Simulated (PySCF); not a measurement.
An unknown gives this computed stick spectrum. Computed with TDDFT B3LYP/def2-SVPD, vertical, gas phase, core orbitals frozen in the response (PySCF 2.14.0, density-fitted response routines). Geometries: GFN2-xTB, one conformer each.

```csv
state,E (eV),f,"main configurations (H = HOMO, L = LUMO)"
S1,5.37,0.0008,"H→L+1 (38%), H→L (31%), H-1→L (22%)"
S2,5.54,0.0037,"H-1→L (61%), H→L+1 (23%)"
S3,5.55,0.0072,"H-1→L+1 (40%), H→L (35%), H→L+1 (18%)"
S4,6.10,0.011,"H→L+2 (86%), H→L+1 (9%)"
S5,6.14,0.069,"H-1→L+2 (56%), H-1→L+1 (25%)"
S6,6.34,0.244,"H-1→L+2 (33%), H→L+3 (23%), H→L (18%)"
S7,6.59,0.061,"H-1→L+3 (44%), H→L+3 (40%)"
S8,6.71,0.222,"H-1→L+3 (44%), H→L+3 (27%)"
```

Question: Which structure fits? All have the formula C4H9BN2Si.
A. `N12[SiH2]C=C[C@H](C2)NB1`
B. `C[BH2-][N+]#C[SiH2]CC#N`
C. `[BH3-][N+]#CC[SiH2]CC#N`
D. `C#C[C@H]1CNB[SiH2]N1`

Answer: C. Its S1, at 5.37 eV, is the highest among the candidates; the nearest of the others has S1 at 4.75 eV. S1 is HOMO→LUMO+1 (38%), HOMO→LUMO (31%), HOMO-1→LUMO (22%). Löwdin shares by element: HOMO boron 34%, hydrogen 33% or more, nitrogen 12% or more (atoms not listed hold the other 20%); LUMO carbon 32% or more, nitrogen 23% or more, silicon 16% (atoms not listed hold the other 30%). At the same level the other candidates give, for their lowest levels:
- `C#C[C@H]1CNB[SiH2]N1`: 4.75 eV (f 0.006); 5.50 eV (f 0.004); 5.70 eV (f 0.012); 6.11 eV (f 0.001); 6.13 eV (f 0.014); T1 4.60 eV; HOMO -6.49, LUMO -0.82 eV
- `B1N[C@@H]2C=C[SiH2]N1C2`: 4.30 eV (f 0.000); 5.54 eV (f 0.008); 5.61 eV (f 0.005); 5.80 eV (f 0.035); 6.06 eV (f 0.001); T1 4.04 eV; HOMO -6.21, LUMO -0.84 eV
- `C[BH2-][N+]#C[SiH2]CC#N`: 4.43 eV (f 0.001); 4.62 eV (f 0.007); 4.63 eV (f 0.014); 5.50 eV (f 0.658); 6.37 eV (f 0.001); T1 4.03 eV; HOMO -7.68, LUMO -2.22 eV

The values belong to the conformer `[BH3-:1][N+:2]#[C:3][CH2:4][SiH2:5][CH2:6][C:7]#[N:8]`: C3–C4–Si5–C6 -48°, C4–Si5–C6–C7 -176°.
Triplets come from the Tamm–Dancoff approximation.
